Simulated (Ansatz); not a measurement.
`[NH2][AlH][SiH](F)[SiH3]` + `[Cl][GaH2]` → `F[SiH]([SiH3])Cl` + `[NH2][AlH][GaH2]`  (redistribution)

Isolated molecules relaxed with PBE0-D4/def2-TZVP in Ansatz; ΔE leaves out vibrations. CCSD(T)/CBS adds triple-zeta CCSD(T) − MP2 to the extrapolated MP2 energy (def2 sets, frozen cores). DFT in def2-TZVPP. B3LYP here is the variant with VWN-RPA as its local correlation; programs differ in this. For Ga outer-core shells are correlated without core-valence functions, which leaves a few kJ/mol of doubt a bond. Scalar relativity is left out up to krypton. One conformer a species, not always the lowest.

| level | ΔE (kJ/mol) | difference from CCSD(T)/CBS |
| --- | --- | --- |
| PBE-D4 | 11.4 | 5.7 |
| r2SCAN-D4 | 10.6 | 4.9 |
| PBE0-D4 | 11.0 | 5.3 |
| B3LYP-D4 | 9.1 | 3.4 |
| ωB97X-V | 10.4 | 4.7 |
| ωB97M-V | 4.3 | -1.4 |
| B2PLYP | 8.4 | 2.7 |
| PBE | 11.2 | 5.5 |
| r2SCAN | 10.3 | 4.6 |
| PBE0 | 10.7 | 5.0 |
| B3LYP | 9.1 | 3.4 |
| HF/def2-TZVPP | 11.8 | 6.1 |
| MP2/def2-TZVPP | 6.4 | 0.7 |
| SCS-MP2/def2-TZVPP | 7.0 | 1.3 |
| CCSD/def2-TZVPP | 8.0 | 2.3 |
| CCSD(T)/def2-TZVPP | 8.5 | 2.8 |
| HF/def2-QZVPP | 10.9 | 5.2 |
| MP2/def2-QZVPP | 4.5 | -1.2 |
| SCS-MP2/def2-QZVPP | 5.6 | -0.1 |
| HF/CBS(def2) | 10.8 | 5.1 |
| MP2/CBS(def2) | 3.6 | -2.1 |
| CCSD/CBS(def2) | 5.2 | -0.5 |
| CCSD(T)/CBS | 5.7 | 0 |

Largest T1 diagnostic among the species: 0.013.

In def2-TZVPP, CCSD(T) changes the Hartree–Fock value by −3.3 kJ/mol (the triples alone add +0.5 kJ/mol) and MP2 by −5.4 kJ/mol.
